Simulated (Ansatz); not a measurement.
Gas-phase electronic energies from Ansatz, PBE0-D4/def2-TZVP geometries. CCSD(T)/CBS is the MP2 limit (def2-TZVPP, def2-QZVPP) plus CCSD(T) − MP2 in def2-TZVPP, frozen cores. DFT in def2-TZVPP. For Se outer-core shells are correlated without core-valence functions, which leaves a few kJ/mol of doubt a bond. Scalar relativity is left out up to krypton. One conformer a species, not always the lowest.

`OC(=[Se])O[SiH3]` → `O=C(O)[SiH2][SeH]`  (isomerisation)

`OC(=[Se])O[SiH3]`:

Cartesian coordinates in Å:
```
O 0.504 -0.691 2.156
C 0.431 -0.554 0.848
Se 1.317 -1.588 -0.329
O -0.366 0.426 0.533
Si -0.663 0.846 -1.091
H 1.105 -1.428 2.331
H 0.588 1.289 -1.737
H -1.600 1.978 -0.917
H -1.315 -0.277 -1.794
```

`O=C(O)[SiH2][SeH]`:

Z-matrix (Å, degrees):
```
Si
Se 1 2.271
C 1 1.923 2 110.9
H 1 1.478 2 106.6 3 116.7
H 1 1.483 2 112.0 3 -120.7
H 2 1.469 1 92.3 3 65.2
O 3 1.346 1 112.7 2 -61.6
O 3 1.201 1 124.6 2 118.4
H 7 0.971 3 107.3 1 179.5
```

```csv
species,r2SCAN energy (Eh)
`OC(=[Se])O[SiH3]`,-2882.00057
`O=C(O)[SiH2][SeH]`,-2882.00357
```

(1) Work out ΔE.

Largest T1 diagnostic among the species: 0.016.

Results:

(1) ΔE = (-2882.00357) − (-2882.00057) = -0.00300 Eh = -7.9 kJ/mol. CCSD(T)/CBS gives -7.4 kJ/mol.

From PBE to PBE0 (25 % exact exchange), in def2-TZVPP and without D4, ΔE moves by +3.6 kJ/mol.
